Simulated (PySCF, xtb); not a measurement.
fluoromethyl(silyloxy)silane (CH7FOSi2), SMILES FC[SiH2]O[SiH3].

GFN2-xTB (xtb) at its own geometry gives an orbital gap of 5.32 eV and a dipole moment of 2.66 D.

Coordinates come from a B3LYP-D3(BJ)/def2-SVP optimisation. Other conformers were not sampled.

What does B3LYP/def2-TZVP in PySCF give? (The exact figures need the calculation; the answer reports its results.)

gap 7.68 eV (levels -8.27 and -0.59 eV), dipole 1.59 D.
